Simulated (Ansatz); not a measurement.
Cost and result up the ladder for Al(PH3)F3 (AlPH₃F₃) (8 atoms). Charge 0, multiplicity 1. Geometry: r2SCAN-D4/def2-SVP.

Cartesian coordinates in Å:
```
Al -0.0896 -0.7545 -1.1771
P 0.0686 0.5899 0.9223
H -1.0563 1.3573 1.3100
H 1.0734 1.5846 0.9974
H 0.3200 -0.0953 2.1355
F -0.4262 0.4757 -2.2465
F -1.3386 -1.7683 -0.7501
F 1.4488 -1.3896 -1.1914
```

Ansatz on 4 threads of Arm Neoverse V2 on a shared host. Times are rough, and most runs start from the orbitals of an earlier one. PBE0-D4/def2-TZVPD serves as the yardstick here, not as an exact answer. Differences are given only for rows in sets of like size (and for xTB, whose basis is part of the method), since another set adds its own error. Binding counts from free atoms at the same level (Al doublet, P quartet, H doublet, F doublet; other spins of the atoms weren't run), without zero-point energy or a counterpoise term.

B3LYP takes the VWN-RPA correlation. Correlated methods freeze 13 core orbitals.

Correlated methods converge slowly with the basis.

| level | functions | binding energy per atom (eV) | difference from PBE0-D4/def2-TZVPD (eV) |
| --- | --- | --- | --- |
| LDA (SPW92)/def2-TZVP | 185 | 4.20 | 0.56 |
| PBE0-D4/def2-SVP | 93 | 3.61 | – |
| HF/6-31G | 59 | 2.25 | – |
| PBE-D4/def2-SVP | 93 | 3.71 | – |
| MP2/def2-TZVP | 185 | 3.70 | 0.05 |
| HF/def2-TZVP | 185 | 2.76 | -0.89 |
| B3LYP-D4/6-31G | 59 | 3.28 | – |
| r2SCAN-D4/def2-TZVPD | 233 | 3.72 | 0.08 |
| PBE-D4/def2-TZVPD | 233 | 3.73 | 0.08 |
| B3LYP-D4/def2-TZVP | 185 | 3.70 | 0.06 |
| PBE0-D4/def2-TZVP | 185 | 3.64 | 0.00 |
| CCSD(T)/def2-TZVPP | 219 | 3.63 | -0.01 |
| PBE-D4/def2-TZVP | 185 | 3.73 | 0.08 |
| PBE0-D4/def2-TZVPD | 233 | 3.64 | 0.00 |

Problem. Estimate how long each takes.

Solution. HF/6-31G 0.2 s; PBE-D4/def2-SVP 0.6 s; B3LYP-D4/6-31G 0.65 s; LDA (SPW92)/def2-TZVP 0.7 s; PBE0-D4/def2-SVP 0.8 s; HF/def2-TZVP 1 s; PBE-D4/def2-TZVP 1.1 s; MP2/def2-TZVP 1.4 s; B3LYP-D4/def2-TZVP 1.6 s; PBE0-D4/def2-TZVP 1.8 s; PBE-D4/def2-TZVPD 2 s; PBE0-D4/def2-TZVPD 2.7 s; r2SCAN-D4/def2-TZVPD 4.3 s; CCSD(T)/def2-TZVPP 85 s. On shared hardware such times vary by a factor of up to 3.
